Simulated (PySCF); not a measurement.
## Dipole response of Rh (rhodium, neutral)

[Kr] 4d8 5s1, high-spin 4F determinant. Calculation: PySCF 2.14, in aug-cc-pVTZ-PP with one added diffuse shell each of s, p, d, f, g type with ECP28MDF (7s7p6d4f3g, 113 functions); scalar relativity through the core potential. Coupled (time-dependent) response in atomic units; α is the mean over directions.

| method | mean α (bohr³) | C₆ (like pair) | S(−4) |
| --- | --- | --- | --- |
| revPBE | 55.16 | 494.7 | 1912 |
| BHandHLYP | 61.09 | 533.0 | 2725 |

S(−4) is the Cauchy moment in α(ω) = α(0) + S(−4) ω² + …

Reference α: 66 ± 10 bohr³ (recommended; Schwerdtfeger and Nagle, table of static dipole polarizabilities (2023 update)). Published C₆: 708.0 (Gould and Bucko (2016)).

Spin-orbit coupling is absent.

α(iu) at revPBE:

```json
{"u (hartree)": "0", "α(iu) (bohr³)": "55.16"}
{"u (hartree)": "0.0500", "α(iu) (bohr³)": "50.88"}
{"u (hartree)": "0.100", "α(iu) (bohr³)": "42.03"}
{"u (hartree)": "0.200", "α(iu) (bohr³)": "27.27"}
{"u (hartree)": "0.300", "α(iu) (bohr³)": "19.13"}
{"u (hartree)": "0.500", "α(iu) (bohr³)": "11.59"}
{"u (hartree)": "0.750", "α(iu) (bohr³)": "7.568"}
{"u (hartree)": "1.00", "α(iu) (bohr³)": "5.488"}
{"u (hartree)": "1.50", "α(iu) (bohr³)": "3.354"}
{"u (hartree)": "2.00", "α(iu) (bohr³)": "2.282"}
{"u (hartree)": "3.00", "α(iu) (bohr³)": "1.251"}
{"u (hartree)": "5.00", "α(iu) (bohr³)": "0.5317"}
```

A single London oscillator, α(iu) = α/(1 + u²/ω²), gives C₆ = (3/4) ω α². Matching the computed C₆ needs ω = 4 × 494.7 / (3 × 55.16²) = 0.217 hartree.

Energies and moments cover only the electrons outside the core potential.
